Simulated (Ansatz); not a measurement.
Input for Ansatz (a quantum-chemistry and plane-wave program): U-CCSD(T)/def2-SVP on GaH2I (SMILES [GaH2][I]), a point of a bond scan (R = 3.768 Å). Elements past Kr take the def2 small-core potentials; no spin–orbit coupling. The run froze 23 orbitals, filled d shells among them.

Ansatz 0.2 input:
```yaml
crystal:
  periodic: [false, false, false]
  atoms:
    - {symbol: Ga, position_ang: [-0.82101660, -1.27596731, 0.21510403]}
    - {symbol: H, position_ang: [-0.27059022, -2.26514816, 1.28725685]}
    - {symbol: H, position_ang: [-2.09922929, -1.41786168, -0.66637083]}
    - {symbol: I, position_ang: [1.19790456, 1.86170054, -0.31384762]}
basis:
  gaussian:
    orbitals: def2-SVP
correlation: {method: ccsd_t, electrons: outside_noble_gas}
scf: {omitted_lower_state_checks: [cluster_reference]}
magnetization: {spin_polarized: true, initial_magnetization: 0}
```

Output:

```
WARN ansatz: RAYON_NUM_THREADS=1 ignored (pool sized by the plan → 1); use --threads N
Functional definition: HF
these checks for a lower state are left out or cut short: cluster_reference
integrals: 0.07 GiB planned
761 factors; integrals over basis functions are off by at most 1.2e-3 eV
mean field: 0.34 GiB planned
mean field evaluation 1: about -60428.4818 eV, gradient 1.2e1 eV
mean field evaluation 2: about -60428.4854 eV, gradient 1.2e1 eV
mean field evaluation 4: about -60430.2404 eV, gradient 1.4e0 eV
mean field evaluation 8: about -60430.2719 eV, gradient 6.7e-2 eV
mean field evaluation 16: about -60430.3349 eV, gradient 7.2e-1 eV
mean field evaluation 32: about -60430.2564 eV, gradient 1.4e0 eV
mean field evaluation 64: about -60429.8147 eV, gradient 6.6e0 eV
mean field evaluation 96: about -60429.7057 eV, gradient 6.3e-1 eV
mean field evaluation 128: about -60430.2045 eV, gradient 4.6e0 eV
mean field evaluation 160: about -60430.4166 eV, gradient 5.7e-1 eV
mean field evaluation 192: about -60429.6261 eV, gradient 4.4e-3 eV
mean field evaluation 224: about -60430.4090 eV, gradient 8.4e-1 eV
mean field -60430.43528430 eV, -2220.7775354777 hartree, gradient 6.0e-6 eV, S^2 0.546974; 20 other end points of the search recorded, 0 dependent functions left out
23 core orbitals not correlated
reference -60430.43528430 eV, -2220.7775354777 hartree; 6, 6 occupied and 39, 39 virtual orbitals, 761 factors
second order -3.98696850 eV of doubles, -0.00000000 eV of singles
coupled cluster: 0.15 GiB planned
cycle   1  -4.57340537 eV  change   -5.9e-1 eV  update   7.7e-2
cycle   2  -4.83388144 eV  change   -2.6e-1 eV  update   4.4e-2
cycle   3  -4.88384103 eV  change   -5.0e-2 eV  update   3.3e-2
cycle   4  -4.95675151 eV  change   -7.3e-2 eV  update   2.6e-2
cycle   5  -4.97627135 eV  change   -2.0e-2 eV  update   1.3e-2
cycle   6  -4.99775115 eV  change   -2.1e-2 eV  update   6.3e-3
cycle   7  -4.99988122 eV  change   -2.1e-3 eV  update   2.4e-3
cycle   8  -5.00073471 eV  change   -8.5e-4 eV  update   1.3e-3
cycle   9  -5.00145139 eV  change   -7.2e-4 eV  update   6.9e-4
cycle  10  -5.00139553 eV  change    5.6e-5 eV  update   2.8e-4
cycle  11  -5.00166318 eV  change   -2.7e-4 eV  update   1.2e-4
cycle  12  -5.00167093 eV  change   -7.7e-6 eV  update   4.7e-5
cycle  13  -5.00163469 eV  change    3.6e-5 eV  update   2.3e-5
cycle  14  -5.00161625 eV  change    1.8e-5 eV  update   1.0e-5
cycle  15  -5.00161130 eV  change    5.0e-6 eV  update   4.4e-6
coupled cluster: 0.15 GiB planned
perturbative correction -0.13157496 eV, -0.0048352904 hartree
Total energy: -60435.56847055 eV, -2220.9661765932 hartree
Checks for a lower state left out: cluster_reference
```

Self-consistency was reached. Its determinant has ⟨S²⟩ = 0.55, a mixture of spin states.

Cost: about 13 core-seconds (a rough figure).
